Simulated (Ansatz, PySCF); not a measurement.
Potential energy curve for GaH, singlet.

UHF/aug-cc-pVTZ (Ansatz, an electronic-structure program); RHF/aug-cc-pVTZ (Ansatz); UKS-BLYP = Ansatz with unrestricted BLYP/aug-cc-pVTZ; RKS-BLYP = restricted BLYP/aug-cc-pVTZ (Ansatz); UKS-PBE0 = unrestricted PBE0/aug-cc-pVTZ in Ansatz; RKS-PBE0 = restricted PBE0/aug-cc-pVTZ (Ansatz); UKS-PBE = unrestricted PBE/aug-cc-pVTZ (Ansatz); RKS-PBE = restricted PBE/aug-cc-pVTZ (Ansatz); UKS-B3LYP/6-31G* = unrestricted B3LYP/6-31G*, spherical d run with PySCF; RKS-B3LYP/6-31G* = restricted B3LYP/6-31G*, spherical d (PySCF); UKS-BP86/6-31G* = unrestricted BP86/6-31G*, spherical d run with PySCF; RKS-BP86/6-31G* = restricted BP86/6-31G*, spherical d in PySCF.

Scanned distances (Å): 1.27, 1.35, 1.42, 1.51, 1.58, 1.62, 1.68, 1.73, 1.79, 1.85, 1.95, 2.07, 2.28, 2.53, 2.77, 2.98, 3.34, 3.66, 4.14, 4.53, 4.94, 5.97, 6.68.

### Question
Where does the unrestricted solution first break spin symmetry (<S²> of 0.01 or more)?

### Answer
UHF: already at 1.27 Å; UKS-BLYP: between 2.98 and 3.34 Å; UKS-PBE0: between 2.77 and 2.98 Å; UKS-PBE: between 2.98 and 3.34 Å; UKS-B3LYP/6-31G*: between 2.77 and 2.98 Å; UKS-BP86/6-31G*: between 2.98 and 3.34 Å.

```
R / Å  <S²> UHF  E(RHF) − E(UHF) / mEh  <S²> UKS-BLYP  E(RKS-BLYP) − E(UKS-BLYP) / mEh  <S²> UKS-PBE0  E(RKS-PBE0) − E(UKS-PBE0) / mEh  <S²> UKS-PBE  E(RKS-PBE) − E(UKS-PBE) / mEh  <S²> UKS-B3LYP/6-31G*  E(RKS-B3LYP/6-31G*) − E(UKS-B3LYP/6-31G*) / mEh  <S²> UKS-BP86/6-31G*  E(RKS-BP86/6-31G*) − E(UKS-BP86/6-31G*) / mEh
-----  --------  ---------------------  -------------  -------------------------------  -------------  -------------------------------  ------------  -----------------------------  ---------------------  -----------------------------------------------  --------------------  ---------------------------------------------
1.27       0.20                    0.7           0.00                              0.0           0.00                              0.0          0.00                            0.0                   0.00                                              0.0                  0.00                                            0.0
1.35       0.15                    0.4           0.00                              0.0           0.00                              0.0          0.00                            0.0                   0.00                                              0.0                  0.00                                            0.0
1.42       0.10                    0.2           0.00                              0.0           0.00                              0.0          0.00                            0.0                   0.00                                              0.0                  0.00                                            0.0
1.51       0.05                    0.0           0.00                              0.0           0.00                              0.0          0.00                            0.0                   0.00                                              0.0                  0.00                                            0.0
1.58       0.00                    0.0           0.00                              0.0           0.00                              0.0          0.00                            0.0                   0.00                                              0.0                  0.00                                            0.0
1.62       0.00                    0.0           0.00                              0.0           0.00                              0.0          0.00                            0.0                   0.00                                              0.0                  0.00                                            0.0
1.68       0.00                    0.0           0.00                              0.0           0.00                              0.0          0.00                            0.0                   0.00                                              0.0                  0.00                                            0.0
1.73       0.00                    0.0           0.00                              0.0           0.00                              0.0          0.00                            0.0                   0.00                                              0.0                  0.00                                            0.0
1.79       0.00                    0.0           0.00                              0.0           0.00                              0.0          0.00                            0.0                   0.00                                              0.0                  0.00                                            0.0
1.85       0.00                    0.0           0.00                              0.0           0.00                              0.0          0.00                            0.0                   0.00                                              0.0                  0.00                                            0.0
1.95       0.00                    0.0           0.00                              0.0           0.00                              0.0          0.00                            0.0                   0.00                                              0.0                  0.00                                            0.0
2.07       0.00                    0.0           0.00                              0.0           0.00                              0.0          0.00                            0.0                   0.00                                              0.0                  0.00                                            0.0
2.28       0.00                    0.0           0.00                              0.0           0.00                              0.0          0.00                            0.0                   0.00                                              0.0                  0.00                                            0.0
2.53       0.31                    2.1           0.00                              0.0           0.00                              0.0          0.00                            0.0                   0.00                                              0.0                  0.00                                            0.0
2.77       0.59                    9.5           0.00                              0.0           0.00                              0.0          0.00                            0.0                   0.00                                              0.0                  0.00                                            0.0
2.98       0.74                   18.2           0.00                              0.0           0.23                              0.8          0.00                            0.0                   0.21                                              0.9                  0.00                                            0.0
3.34       0.89                   34.5           0.27                              1.2           0.55                              6.6          0.32                            1.4                   0.52                                              6.5                  0.34                                            1.7
3.66       0.95                   48.5           0.47                              4.1           0.72                             13.3          0.54                            5.1                   0.68                                             13.1                  0.57                                            5.8
4.14       0.99                   67.2           0.64                              9.1           0.88                             23.5          0.73                           11.1                   0.82                                             22.8                  0.75                                           12.7
4.53       1.00                   79.9           0.72                             12.5           0.96                             31.1          0.81                           15.4                   0.89                                             29.6                  0.83                                           17.5
4.94       1.01                   91.0           0.77                             15.4           0.99                             37.8          0.88                           19.0                   0.95                                             35.7                  0.88                                           21.5
5.97       1.01                  111.3           0.83                             19.7           1.00                             48.8          1.00                           25.8                   1.00                                             45.8                  0.96                                           27.5
6.68       1.01                  120.8           0.85                             21.3           1.00                             53.0          1.00                           28.3                   1.00                                             49.6                  1.00                                           29.6
```
